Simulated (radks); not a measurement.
Results of a calculation; reference values are marked as such.
Q: Code: a radial shooting solver on a logarithmic mesh with Libxc functionals. Model: scalar-relativistic Kohn-Sham, LDA (Slater exchange, VWN5 correlation), spin-unpolarised, spherical densities, finite nucleus; Fermi nuclear charge, rms radius of each element as measured or else 0.836 A^(1/3) + 0.57 fm. Response by self-consistent Sternheimer equations with the Hartree and adiabatic LDA kernel, the relativistic mass of each level held fixed and spin-orbit coupling left out. For heavy and open-shell atoms this level of theory can miss by tens of per cent. Estimate the static dipole polarisabilities of Tl+ ([Hg]) and Hg ([Hg]) and the C6 coefficients of the three pairs.

A: alpha = 19.33 and 33.76 bohr^3; C6 = 155.7 (Tl+-Tl+), 223.4 (Tl+-Hg), 327.9 (Hg-Hg) hartree bohr^6.
